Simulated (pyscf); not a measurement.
PySCF, gas phase, ωB97X-D3(BJ)/def2-SVP geometries.

SMILES: [SiH3][GeH2][Si](Cl)(Cl)Cl
```xyz
11

Si     0.5435    -1.0566     1.1308
Ge     0.2246    -0.1558    -1.0346
Si    -2.0765     0.2657    -1.1622
Cl    -2.7383     0.8496    -3.0121
Cl    -2.5659     1.7292     0.1928
Cl    -3.0796    -1.4457    -0.6240
H      1.9952    -1.1746     1.4471
H     -0.0953    -2.4009     1.1866
H     -0.1138    -0.1465     2.1105
H      0.6107    -1.1461    -2.1414
H      0.9765     1.1659    -1.2403
```
Charge 0, spin multiplicity 1.

### Question
What is the homolytic dissociation enthalpy (298 K, ωB97M-D3(BJ)/def2-TZVP) of the Ge–Si bond of H₃Si–GeH₂–Si(Cl)(Cl)–Cl, to H₃Si–GeH₂• + Cl–Si•(Cl)–Cl?

### Answer
Ge–Si to H₃Si–GeH₂• + Cl–Si•(Cl)–Cl: 3.12 eV. The 7 functionals that were run give +2.85 (PBE) to +3.40 eV (ωB97X-D3(BJ)/def2-TZVP). Other isomers of H₃Si–GeH₂• were not searched in full and may lie lower. Elements up to Kr have no core potential and no relativistic terms here.
